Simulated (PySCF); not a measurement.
## Orbital energies and ionisation energy

Compound: C5H10OSi.
Structure used (PBE0-D3(BJ)/def2-SVP), in Å, numbered top down from 1:
```
atom  x, y, z in Å
C1     3.066    0.758    1.223
C2     1.894    0.207    0.871
C3     0.919    0.829    0.001
C4    -0.257    0.268   -0.354
C5    -1.254    0.914   -1.257
O6    -0.572   -0.967    0.112
Si7   -1.995   -1.847    0.071
H8     3.364    1.747    0.860
H9     3.764    0.240    1.885
H10    1.629   -0.785    1.252
H11    1.145    1.819   -0.403
H12   -1.418    0.307   -2.163
H13   -0.918    1.911   -1.567
H14   -2.232    1.025   -0.755
H15   -2.424   -2.118   -1.334
H16   -3.094   -1.125    0.782
H17   -1.681   -3.121    0.767
```

Level: wB97X-D/def2-SVPD (PySCF). Frontier orbitals with their largest atomic shares (Löwdin; up to four atoms above 4 %):

```tsv
orbital	ε (eV)	main atoms
HOMO−3	-11.68	C2 16 %, C1 12 %, C3 12 %, Si7 11 %
HOMO−2	-10.93	O6 34 %, Si7 13 %, C5 8 %, H17 7 %
HOMO−1	-10.49	C2 29 %, C1 20 %, C3 17 %, O6 12 %
HOMO	-7.68	?
LUMO	1.24	C1 24 %, C4 21 %, C2 18 %, C3 11 %
LUMO+1	1.80	Si7 36 %, H16 11 %, H15 11 %, H17 10 %
LUMO+2	2.05	Si7 50 %, H15 10 %, H16 9 %, H17 9 %
```

What vertical ionisation energy does ΔSCF give, and how far is −ε(HOMO) from it?

ΔSCF: 7.76 eV (749 kJ/mol; threshold wavelength 160 nm); ⟨S²⟩ of the doublet left behind is 0.774, against 0.75 for a pure doublet. −ε(HOMO) is 7.68 eV, 0.08 eV below it. For the exact functional −ε(HOMO) would equal the first vertical ionisation energy; wB97X-D (range-separated hybrid) comes within 0.08 eV of that here.

On which atoms does the HOMO lie?

C3 (alkene CH carbon) 22 %, C1 (terminal =CH2 carbon) 21 %, C4 (vinylic carbon bearing oxygen) 19 %, C2 (alkene CH carbon) 13 %, so no atom holds as much as 40 %. The HOMO−1 lies 2.81 eV lower.

What total energies stand behind the ΔSCF value?

E(N) = -560.88221 Eh and E(N − 1) = -560.59698 Eh at the same geometry, 0.28523 Eh apart.

Shift the occupied levels rigidly so that −ε(HOMO) equals the ΔSCF value. What binding energies result?

The shift is +0.08 eV: HOMO 7.76, HOMO−1 10.57, HOMO−2 11.01, HOMO−3 11.76 eV. A rigid shift is only a rough guide to the deeper ionisations.

Geometry: PBE0-D3(BJ)/def2-SVP, one conformer, isolated molecule.

The pairwise dispersion term of wB97X-D wasn't added to the energies; at a given geometry it leaves orbitals and properties as they are.
